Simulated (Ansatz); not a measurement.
Basis sets compared for Y3O3⁺. Total charge 1; singlet. Geometry r2SCAN-D4/def2-SVP. Ansatz on 4 threads of Arm Neoverse V1 on a shared host; times are rough, and most runs start from earlier orbitals.

Cartesian coordinates in Å:
```
Y -0.8074 -0.7696 1.2392
Y 0.6192 2.0581 1.0582
Y 0.3552 0.3371 -1.5938
O 0.9698 -1.0480 -0.0115
O -0.2384 -1.5877 -0.7182
O -0.8984 1.0101 0.0261
```

In the def2 sets Y takes a core potential; there is no spin–orbit coupling. The structure holds 1 bond(s) between oxygen atoms. The restricted singlet is unstable towards broken spin symmetry in Hartree–Fock (as tested in another run); at PBE-D4/def2-SVP, PBE-D4/def2-TZVP, PBE0-D4/def2-SVP, PBE0-D4/def2-TZVP this wasn't settled. No other spin state of charge 1 was run. Another isomer (singlet) lies 6.59 eV lower at PBE0-D4/def2-TZVP; other spin states weren't run for this one.

| level | functions | energy (Eh) | HOMO (eV) | LUMO (eV) | wall time |
| --- | --- | --- | --- | --- | --- |
| PBE-D4/def2-SVP | 135 | -340.1641 | -6.70 | -5.97 | 2.4 s |
| PBE0-D4/def2-SVP | 135 | -340.0834 | -7.25 | -5.31 | 2.9 s |

(1) Estimate the rows for PBE-D4/def2-TZVP (with forces), PBE0-D4/def2-TZVP.

## Answers

(1) 
```json
{"level": "PBE-D4/def2-TZVP (with forces)", "functions": "213", "energy (Eh)": "-340.4593", "HOMO (eV)": "-6.69", "LUMO (eV)": "-5.99", "wall time": "4.3 s"}
{"level": "PBE0-D4/def2-TZVP", "functions": "213", "energy (Eh)": "-340.3798", "HOMO (eV)": "-7.23", "LUMO (eV)": "-5.33", "wall time": "6.5 s"}
```
